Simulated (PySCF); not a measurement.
# Ionising MoCl

UHF-CCSD(T); basis Mo def2-TZVPPD with ECP28, Cl def2-TZVPPD; scalar-relativistic core potentials; PySCF 2.14. Neutral (UHF): sextet (σ ↑, π ↑↑, δ ↑↑), Re = 2.298 Å, ωe = 378 cm⁻¹, De = 3.68 eV.

MoCl⁺ (UHF): quintet (π ↑↑, δ ↑↑), Re = 2.227 Å, ωe = 453 cm⁻¹, De = 2.57 eV to Mo⁺ (4d5) + Cl. The energies at the minima are -527.73386 hartree for MoCl and -527.43364 for MoCl⁺.

(1) Work out the adiabatic ionisation energy, without and with harmonic zero-point energies (1 hartree = 27.2114 eV, 1 eV = 8065.5 cm⁻¹), and the change of the bond length.

Correlated steps freeze 5 core orbitals. Spin–orbit coupling is left out, which matters for elements this heavy, above all for dissociation energies. For an ion De counts to the pair picked by the measured ionisation energies or electron affinities, which need not be the lowest pair at this level. The state is the lowest single determinant that the PBE0 search found; with open d or f shells the true ground state can be another one.

Results:

(1) At UHF-CCSD(T): 0.30022 hartree = 8.169 eV between the minima; the zero-point term (453.0 − 378.0)/2 cm⁻¹ = +0.005 eV makes it 8.174 eV. Re changes by -7.1 pm against the neutral. The electron leaves a σ orbital, and the shorter bond of the ion fits an antibonding orbital, or a change in how ionic the bond is.
